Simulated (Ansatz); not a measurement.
B2Cl6, SMILES `Cl[B-]1(Cl)[Cl+][B-](Cl)(Cl)[Cl+]1`, 8 atoms. Total charge 0; spin multiplicity 1. All runs use 4 threads of an Arm Neoverse V2 on a shared host. Correlated methods freeze the cores.

How many basis functions does each run have, and how long does it take in Ansatz? direct RPA on PBE orbitals/def2-TZVPP energy; RHF-MP2/def2-QZVPP energy; RKS CAM-B3LYP-D4/def2-TZVPP energy; RKS PBE0-D4/def2-SVP energy; RHF-CCSD(T)/def2-SVP energy; RKS B97M-V/def2-TZVPP energy; RKS ωB97M-V/def2-QZVPP energy; RKS PBE0-D4/def2-QZVPP energy; RKS ωB97M-V/def2-SVP energy; RHF-MP2/def2-TZVPP energy; RKS r2SCAN-D4/def2-TZVPP energy and forces; RKS PBE0-D4/def2-TZVP relaxation (5 steps). (An estimate is asked.)

Computed: Other jobs shared the machine, so times are rough.

```
                                level                   job  functions  wall time  peak host memory (GiB)
                 RKS PBE0-D4/def2-SVP                energy        136      2.1 s                    0.36
                 RKS ωB97M-V/def2-SVP                energy        136        8 s                    0.53
                   RHF-MP2/def2-TZVPP                energy        314        9 s                     1.1
direct RPA on PBE orbitals/def2-TZVPP                energy        314       11 s                    0.94
             RKS r2SCAN-D4/def2-TZVPP     energy and forces        314       11 s                    0.71
          RKS CAM-B3LYP-D4/def2-TZVPP                energy        314       11 s                     1.9
                 RHF-CCSD(T)/def2-SVP                energy        136       15 s                    0.73
                RKS B97M-V/def2-TZVPP                energy        314       17 s                    0.79
               RKS PBE0-D4/def2-QZVPP                energy        534       27 s                     3.4
                   RHF-MP2/def2-QZVPP                energy        534       43 s                     4.2
               RKS ωB97M-V/def2-QZVPP                energy        534       52 s                     3.8
                RKS PBE0-D4/def2-TZVP  relaxation (5 steps)        284       58 s                     1.4
```
